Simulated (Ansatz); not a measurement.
Consider the isomerisation: `C1CCC2(CC1)CCCC2` → `CC1=CCC(C(C)C)CC1`.

Gas-phase electronic energies from Ansatz, PBE0-D4/def2-TZVP geometries. CCSD(T)/CBS adds triple-zeta CCSD(T) − MP2 to the extrapolated MP2 energy (def2 sets, frozen cores). Functionals use def2-TZVPP. One conformer a species, not always the lowest.

CCSD(T)/CBS gives +49.0 kJ/mol.

Another level gave +66.8 kJ/mol. Which?
A. CCSD/def2-TZVPP
B. HF/def2-TZVPP
C. r2SCAN/def2-TZVPP
D. LC-ωPBE/def2-TZVPP

D. LC-ωPBE 66.8, CCSD/def2-TZVPP 51.7, HF/def2-TZVPP 30.4, r2SCAN 43.1 kJ/mol.

Largest T1 diagnostic among the species: 0.009.

From PBE to PBE0 (25 % exact exchange), in def2-TZVPP and without D4, ΔE moves by +13.2 kJ/mol. At CCSD(T), def2-SVP lies +4.6 kJ/mol from the extrapolated value and def2-TZVPP +2.0 kJ/mol. Leaving LDA and LC-ωPBE aside and taking each functional with its dispersion term where it has one, the values, not all of them listed here, spread over 41.0 kJ/mol, from BLYP-D4 to PBE-QIDH. LDA lies +25.8 kJ/mol from PBE without D4.

CCSD(T)/CBS has its own doubt, a few kJ/mol and more with outer-core shells, so smaller differences from it don't rank the levels.
